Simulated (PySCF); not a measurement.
An excited-state job on `C#C[SiH2]B(O)O`.

Computed with TDDFT PBE0/def2-SVPD, vertical, gas phase, core orbitals frozen in the response (PySCF 2.14.0, density-fitted response routines). Geometry: GFN2-xTB. A driver script takes a list of jobs; this job's settings line and coordinates (Å) are shown.

Command:
```bash
OMP_NUM_THREADS=1 python probes_run.py task.json out
```

Input:
```
{"job": {"kind": "uv", "xc": "PBE0", "basis": "def2-SVPD", "nstates": 8, "ntriplets": 3}, "charge": 0, "multiplicity": 1}
C      2.728955     0.833336    -0.699848
C      1.873053     0.362402     0.002162
Si     0.517384    -0.373155     1.042274
B     -1.231274    -0.204037     0.145311
O     -1.446614    -0.884753    -1.005580
O     -2.178496     0.586234     0.707010
H      3.486094     1.244371    -1.305572
H      0.961782    -1.761343     1.284021
H      0.617734     0.321307     2.339984
H     -2.297957    -0.789838    -1.440894
H     -3.025238     0.668147     0.259960
```

Output:
```
coarse grid: 10160 points
cycle   1  E = -543.1399026478  dE =  6.759e-01  |g| = 8.371e-01  |ddm| = 6.973e+00
cycle   2  E = -543.0145610952  dE =  1.253e-01  |g| = 1.170e+00  |ddm| = 2.434e+00
cycle   3  E = -543.2790290261  dE = -2.645e-01  |g| = 9.236e-02  |ddm| = 1.140e+00
cycle   4  E = -543.2801979076  dE = -1.169e-03  |g| = 5.820e-02  |ddm| = 1.811e-01
cycle   5  E = -543.2809609344  dE = -7.630e-04  |g| = 2.298e-02  |ddm| = 8.567e-02
cycle   6  E = -543.2810945012  dE = -1.336e-04  |g| = 3.053e-03  |ddm| = 3.237e-02
cycle   7  E = -543.2810973203  dE = -2.819e-06  |g| = 4.951e-04  |ddm| = 6.627e-03
final grid: 94832 points
cycle   8  E = -543.3646768418  dE = -2.706e-05  |g| = 5.848e-03  |ddm| = 8.349e-02
cycle   9  E = -543.3646721576  dE =  4.684e-06  |g| = 7.821e-03  |ddm| = 1.528e-02
cycle  10  E = -543.3646842735  dE = -1.212e-05  |g| = 5.820e-04  |ddm| = 7.306e-03
cycle  11  E = -543.3646843530  dE = -7.947e-08  |g| = 1.670e-04  |ddm| = 1.147e-03
cycle  12  E = -543.3646843558  dE = -2.884e-09  |g| = 1.351e-04  |ddm| = 3.831e-04
cycle  13  E = -543.3646843606  dE = -4.737e-09  |g| = 1.451e-05  |ddm| = 1.634e-04
cycle  14  E = -543.3646843606  dE = -5.025e-11  |g| = 5.474e-06  |ddm| = 2.579e-05
converged SCF energy = -543.3646843606

Static polarisability (au): isotropic 71.582, principal 58.926 66.945 88.876

Singlet excitations
state   eV       nm        f      main configurations
  1   5.9628    207.9   0.00286   H-1->L 0.58, H->L 0.17, H-1->L+3 0.11
  2   6.0928    203.5   0.01925   H->L 0.62, H-1->L 0.15, H-1->L+2 0.14
  3   6.2971    196.9   0.00262   H->L+2 0.75, H-1->L 0.10
  4   6.5911    188.1   0.02788   H->L+1 0.86
  5   6.6964    185.2   0.01540   H-1->L+1 0.52, H->L+3 0.12, H-1->L+3 0.10
  6   6.7565    183.5   0.01510   H-1->L+1 0.33, H->L+3 0.26, H-1->L+2 0.20
  7   6.9067    179.5   0.00116   H-1->L+3 0.63, H-1->L 0.15, H-1->L+1 0.12
  8   7.5514    164.2   0.01251   H-2->L 0.83

Triplet excitations (Tamm-Dancoff, eV): 4.9374 5.3481 5.4270
```

The SCF starts on a coarse grid where the log names one; the energy can jump when the final grid takes over, and dE then counts from the start density on the new grid. H and L stand for HOMO and LUMO; the number after each pair is its weight.

Which computed singlet has the largest oscillator strength, and what do all of them sum to?

State 4 at 6.59 eV (188 nm), f = 0.028; the 8 states sum to 0.097.

How does the lowest singlet excitation compare with the HOMO–LUMO gap?

HOMO -7.80 eV and LUMO -0.50 eV give a gap of 7.30 eV; S1 at 5.96 eV lies 1.34 eV below it.

Summary of the converged run: HOMO -7.80 eV, LUMO -0.50 eV; lowest singlet 5.96 eV; lowest triplet 4.94 eV (Tamm–Dancoff); mean polarisability 71.6 au.

Estimate the wall time. Hardware: one thread, Intel Xeon at 2.50 GHz (x86_64), on a shared host. And the peak memory of the process?

About 48 s, with 0.69 GiB resident at the peak, the Python interpreter and its libraries included.

One conformer stands for the species.
Labels such as C1 count atoms from 1, the log's own numbers from 0.
